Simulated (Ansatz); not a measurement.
**Question.** Name a neutral molecule of Br, Cu, F, P with LUMO energy (B3LYP/def2-TZVPP) between -2.35 and -2.05 eV and size of the dipole moment (PBE/def2-TZVPP) between 4.30 and 4.60 D (Ansatz, PBE0-D4/def2-TZVP geometry).

**Answer.** `F[P+](F)(F)[Cu-][Br]` (-2.09 eV, 4.47 D). Other molecules can fit too; these were computed, each in one conformer that needn't be the lowest.

B3LYP here is the variant with VWN-RPA as its local correlation; programs differ in this.
